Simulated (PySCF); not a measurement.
Two-component Hartree-Fock for V⁻ (vanadium, charge -1)

Start: [Ar] 3d4 4s2; 3d3/2 filled at m_j = -3/2, -1/2, +1/2, +3/2. Calculated with PySCF 2.14 in x2c-SVPall-2c with one added diffuse shell each of s, d type (6s5p4d1f, 48 functions): generalised Hartree-Fock with the X2C-1e Hamiltonian and a Gaussian nucleus; one run each with spin-orbit coupling (SO) switched off, then screened by Boettger's factors.

| spinor shell | electrons | ε, spin-free (eV) | ε, screened SO (eV) | weight of nominal j (screened SO) | rms radius, screened SO (bohr) |
| --- | --- | --- | --- | --- | --- |
| 1s1/2 | 2 | -5509.6 | -5509.6 | 1.000 | 0.0768 |
| 2s1/2 | 2 | -647.51 | -647.50 | 1.000 | 0.333 |
| 2p1/2 | 2 | -536.42 | -541.57 | 0.986 | 0.301 |
| 2p3/2 | 4 | -536.42 | -533.86 | 0.993 | 0.304 |
| 3s1/2 | 2 | -78.856 | -78.849 | 1.000 | 1.03 |
| 3p1/2 | 2 | -46.604 | -47.827 | 0.658 | 1.12 |
| 3p3/2 | 4 | -46.604 | -45.987 | 0.829 | 1.12 |
| 3d3/2 | 4 | -4.702 | -4.704 | 0.506 | 1.81 |
| 4s1/2 | 2 | -0.969 | -0.969 | 1.000 | 6.98 |

| quantity | spin-free | screened SO |
| --- | --- | --- |
| E (hartree) | -947.98333 | -947.98969 |
| M_J | 0 | 0 |
| ⟨J²⟩ | 4.497 | 4.458 |
| ⟨L²⟩ | 6.011 | 6.011 |
| ⟨S²⟩ | 6.486 | 6.486 |

At GHF the highest occupied level has a positive energy, so only the finite basis holds that electron. The determinant has a definite M_J but mixes levels of different J.

The basis lacks diffuse functions for the outer shell of this anion, so its levels lie too high.

Each row is a mean over spinors that exchange with the open shell spreads, by up to 9.876 eV (3p3/2).

Rows whose weight is well below 1 are mixtures of j = l ± 1/2: exchange outweighs spin-orbit coupling there, and the label is only the starting occupation.

Without spin-orbit coupling the j labels of p, d and f shells carry no meaning; the spin-free column gives the mean over the occupied spinors of each nl shell, and its ⟨J²⟩ belongs to a mixture of degenerate components.
